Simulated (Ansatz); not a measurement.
Job for Ansatz (a program for electronic structure): U-wB97X-V/def2-TZVPP on NaB-, 2S+1 = 4, a spin state set in the input, which need not be the lowest, a point of a bond scan (R = 2.648 Å). Charge -1.

Ansatz 0.2 input:
```yaml
crystal:
  periodic: [false, false, false]
  atoms:
    - {symbol: B, position_ang: [0.00000000, 0.00000000, 0.00000000]}
    - {symbol: Na, position_ang: [0.00000000, 0.00000000, 2.64829600]}
basis:
  gaussian:
    orbitals: def2-TZVPP
    pivot_positions_ang: [[0.00000000, 0.00000000, 0.00000000], [0.00000000, 0.00000000, 2.64829600]]
hamiltonian:
  xc: {name: wB97X-V}
total_charge: -1
magnetization: {spin_polarized: true, initial_magnetization: 3}
output: {forces: true, orbitals: {seedname: ./end}}
```

### Question
Predict the final total energy.

### Answer
-186.9361 hartree.

### Question
How many basis functions does it have, and what does it roughly cost on one machine?

### Answer
63 functions; about 15 core-seconds (a rough figure).
